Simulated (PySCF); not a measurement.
How methods differ on the excitation energy of F

F [He] 2s2 2p5 (2P) → F [He] 2s1 2p6 (2S), as a difference of total energies. Computed with PySCF 2.14 in def2-TZVPPD, with no relativity, point nucleus. Correlated levels: valence: 1s2 frozen; valence and next inner shell: nothing frozen. The calculations carry no spin-orbit coupling.

```csv
method,excitation energy (eV)
UHF,23.861
LDA,18.236
PBE,18.891
PBE0,20.149
r2SCAN,20.615
wB97M-V,20.336
B3LYP,19.717
BHandHLYP,21.250
SCS-MP2 (valence),21.761
MP2 (valence and next inner shell),21.828
SCS-MP2 (valence and next inner shell),21.732
```

Problem. Estimate what MP2 (valence) gives.

Solution. 21.874 eV, closest to MP2 (valence and next inner shell) among the rows shown.

Problem. Estimate what r2SCANh gives.

Solution. 20.892 eV, closest to r2SCAN among the rows shown.

A first-order spin-orbit estimate (lowest level to lowest level, LS coupling) adds 0.017 eV.

The upper state lies above the first ionisation limit, where it may autoionise and the basis confines it.
